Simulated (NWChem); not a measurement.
## Correlation energy of CdS

SMILES: [Cd]=[S]
```xyz
2

Cd     0.0000     0.0000     0.5614
S      0.0000     0.0000    -1.6843
```
Charge 0, spin multiplicity 1.

The numbers come from NWChem runs, not from measurements. The geometry was optimised at PBE0/def2-SVP with def2 effective core potentials on Cd, a minimum by its harmonic frequencies.

Basis set: def2-SVP. Each correlation energy counts from its own Hartree-Fock reference.

Effective core potentials replace the inner electrons of Cd; spin-orbit coupling is left out. The correlated methods keep 9 core orbitals frozen. The structure started from a generated list of species. Coupled-cluster values serve here as a point of comparison, not as the truth.

```csv
method,correlation energy (mHa)
CCSD,-409.2
CCSD(T),-423.6
MP2,-409.8
CR-CCSD[T],…
CR-CCSD(T),…
SCS-MP2,…
CCSD+T(CCSD),…
```

Q: What belongs in the gaps?

A: 
- CR-CCSD[T], correlation energy (mHa): -421.7
- CR-CCSD(T), correlation energy (mHa): -420.3
- SCS-MP2, correlation energy (mHa): -370.8
- CCSD+T(CCSD), correlation energy (mHa): -425.5
